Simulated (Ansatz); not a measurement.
Molecule: sum formula Si2H3Cl2 (charge 0, doublet). It need not be the lowest isomer of its formula. 
Coordinates optimised at B3LYP-D3(BJ)/def2-TZVP (Ansatz, a quantum-chemistry and plane-wave program):
SMILES: Cl[SiH][SiH2]Cl
```xyz
7

Cl     2.3247    -1.3550    -0.0839
Si     1.1177     0.3050     0.2451
Si    -1.1104    -0.3105    -0.1441
Cl    -2.2548     1.4041     0.0775
H      1.5942     1.3899    -0.6533
H     -1.3368    -0.8429    -1.5070
H     -1.5479    -1.3055     0.8562
```
Charge 0, spin multiplicity 2.

Parts of the frozen-core correlation energy in cc-pV(Q+d)Z (Ansatz, hartree). Frozen orbitals: 20; correlated occupied orbitals by spin: 13 and 12; virtual: 313 and 314. Open shells are spin-unrestricted. No spin-orbit coupling. No relativistic terms.

```
term                             value
-------------------------  -----------
reference (HF)             -1498.76704
MP2 opposite-spin             -0.50810
MP2 same-spin                 -0.14171
CCSD correlation              -0.70750
(T)                           -0.03242
T1 diagnostic                    0.013
largest doubles amplitude        0.013
<S^2> of the reference           0.760
```
